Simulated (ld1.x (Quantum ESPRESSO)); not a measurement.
**Cl (Z = 17) ultrasoft: all-electron and pseudo phase curves**

ld1.x (Quantum ESPRESSO) 7.5 input, shortened:

```
&input
   title='Cl', zed=17., rel=1, dft='PBESOL', iswitch=3,
   config='[Ne] 3s2 3p4 3d-2'
 /
 &inputp
   pseudotype=3, tm=.true., lloc=-1, rcloc=1.10,
   nlcc=.true., new_core_ps=.true., rcore=1.30,
   which_augfun='PSQ', rmatch_augfun_nc=.true.
 /
5
3S  1  0   2.00   0.00  1.20  1.30  0.0
3S  1  0   0.00   0.45  1.20  1.30  0.0
3P  2  1   4.00   0.00  1.35  1.50  0.0
3P  2  1   0.00   1.85  1.35  1.50  0.0
3D  3  2  -2.00  -0.15  1.10  1.45  0.0
 &test
   configts(1)='3s2 3p4'
 /
```

The phase is arctan(r·u′/u) with u = r·R(r), unwrapped; energies in Ry, scanned from -4 to 5 Ry. A pole is an energy at which the radial function vanishes at the test radius. The pseudo phase is shifted by a multiple of π to meet the all-electron one at the reference energy, and phase errors are pseudo minus all-electron; the curves can meet again beyond the range given. Levels narrower than the energy grid can be missing from the lists of poles.

```json
{"channel": "s", "radius (bohr)": "1.65", "reference energy (Ry)": "-2.35", "poles, all-electron": "0.87", "poles, pseudo": "0.87", "unbroken range about the reference energy with phases within 0.05 rad": "the whole range", "phase error 1 Ry above the reference energy (rad)": "+0.000"}
{"channel": "p", "radius (bohr)": "1.65", "reference energy (Ry)": "-1.42", "poles, all-electron": "2.17", "poles, pseudo": "2.17", "unbroken range about the reference energy with phases within 0.05 rad": "the whole range", "phase error 1 Ry above the reference energy (rad)": "+0.000"}
{"channel": "d", "radius (bohr)": "1.65", "reference energy (Ry)": "-0.15", "poles, all-electron": "3.32", "poles, pseudo": "3.50", "unbroken range about the reference energy with phases within 0.05 rad": "the whole range", "phase error 1 Ry above the reference energy (rad)": "+0.005"}
```

Phases in the p channel:

| E (Ry) | all-electron | pseudo |
| --- | --- | --- |
| -4.00 | 1.077 | 1.076 |
| -3.76 | 1.039 | 1.038 |
| -3.52 | 0.993 | 0.993 |
| -3.28 | 0.936 | 0.936 |
| -3.04 | 0.864 | 0.864 |
| -2.80 | 0.772 | 0.772 |
| -2.56 | 0.650 | 0.650 |
| -2.32 | 0.489 | 0.489 |
| -2.08 | 0.278 | 0.278 |
| -1.84 | 0.016 | 0.016 |
| -1.60 | -0.272 | -0.273 |
| -1.36 | -0.545 | -0.545 |
| -1.12 | -0.771 | -0.770 |
| -0.88 | -0.945 | -0.945 |
| -0.64 | -1.076 | -1.076 |
| -0.40 | -1.176 | -1.176 |
| -0.16 | -1.253 | -1.253 |
| 0.08 | -1.314 | -1.314 |
| 0.32 | -1.364 | -1.364 |
| 0.56 | -1.405 | -1.405 |
| 0.80 | -1.440 | -1.440 |
| 1.04 | -1.470 | -1.470 |
| 1.28 | -1.496 | -1.496 |
| 1.52 | -1.519 | -1.519 |
| 1.76 | -1.540 | -1.540 |
| 2.00 | -1.558 | -1.558 |
| 2.24 | -1.576 | -1.576 |
| 2.48 | -1.592 | -1.592 |
| 2.72 | -1.607 | -1.607 |
| 2.96 | -1.621 | -1.622 |
| 3.20 | -1.635 | -1.635 |
| 3.44 | -1.649 | -1.649 |
| 3.68 | -1.662 | -1.662 |
| 3.92 | -1.675 | -1.675 |
| 4.16 | -1.688 | -1.688 |
| 4.40 | -1.701 | -1.702 |
| 4.64 | -1.715 | -1.715 |
| 4.88 | -1.728 | -1.730 |
